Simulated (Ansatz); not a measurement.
## doublet B: levels of theory in one basis

A single B atom.

Basis set: aug-cc-pVDZ (spherical functions). Left uncorrelated: 1 orbital. Correlation on ROHF uses semicanonical orbitals with singles. Charge 0, multiplicity 2.

Computed with Ansatz (development build ahead of 0.2.0); each method stands on the lowest determinant of its kind that the runs found.

| method | E − E(ROHF) (eV) | <S²> of the determinant |
| --- | --- | --- |
| ROHF | 0.00 | 0.75 |
| UHF | -0.10 | 0.76 |
| ROHF-MP2 | -1.10 | – |
| UHF-MP2 | -1.11 | 0.76 |

**Question.** Is a single determinant a sound starting point here?

**Answer.** By this sign, yes. Unrestricted orbitals gain 0.10 eV and <S²> is 0.76 against 0.75 for a pure state.
